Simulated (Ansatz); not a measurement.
Born–Oppenheimer molecular dynamics of FGe₂H₇S (11 atoms, charge 0, multiplicity 1). It starts at the highest image of a converged band. Of that band: Neighbouring images differ by up to 2.1 eV, so the band resolves the path poorly. A vibrational analysis at the climbing image gives one clearly imaginary mode, 1215i cm⁻¹: a first-order saddle point.

Method: Ansatz 0.2.0, RKS BHLYP/def2-SVP.

```yaml
ensemble: NVE (velocity Verlet)
time_step: 0.5 fs
steps_asked: 200
starting_velocities_drawn_for: 300 K
seed: 2337
```

First frame:

```xyz
11
Properties=species:S:1:pos:R:3
Ge -0.367 0.114 0.020
Ge -0.057 -0.005 2.748
H -1.206 -0.145 3.752
H 0.858 -1.221 2.801
H 0.677 1.315 2.939
F 1.379 0.205 0.368
H -0.605 1.506 -0.520
H -0.396 -1.201 -0.727
S -2.946 -0.049 0.472
H -2.958 -1.388 0.567
H -1.387 -0.006 1.447
```

(1) How far do the bonds stretch over the last three quarters of this one trajectory? (Pairs bonded in most of those frames.)

Answers

(1) 
```
   bond  mean (Å)  spread (Å)  shortest  longest
Ge1–Ge2     2.386       0.151      2.20     2.69
 Ge1–F6     1.756       0.038      1.69     1.82
 Ge1–H7     1.532       0.021      1.50     1.57
 Ge1–H8     1.534       0.016      1.51     1.56
 Ge2–H3     1.539       0.048      1.46     1.62
 Ge2–H4     1.537       0.018      1.50     1.57
 Ge2–H5     1.540       0.040      1.48     1.60
 S9–H10     1.341       0.022      1.31     1.38
 S9–H11     1.402       0.135      1.19     1.59
```

Mean temperature of the second half: 1679 K. The conserved energy stayed within 0.58 meV per atom of its start (net change -0.19 meV per atom), so the integration is sound. The kinetic energy rose, since the run started high on the potential surface and went downhill. It ends in pieces (FGe2H5 + H2S), so much of that is their flight and rotation, not heat. A run of 0.1 ps of so small a system gives no equilibrium averages. The orbitals stay closed-shell, which can raise the energy where a bond breaks towards radicals; this wasn't checked here.

Time of the run: 12 min on 4 threads of Intel(R) Xeon(R) Platinum 8259CL CPU @ 2.50GHz (Skylake/Cascade Lake) (shared host), peak memory 0.41 GiB.
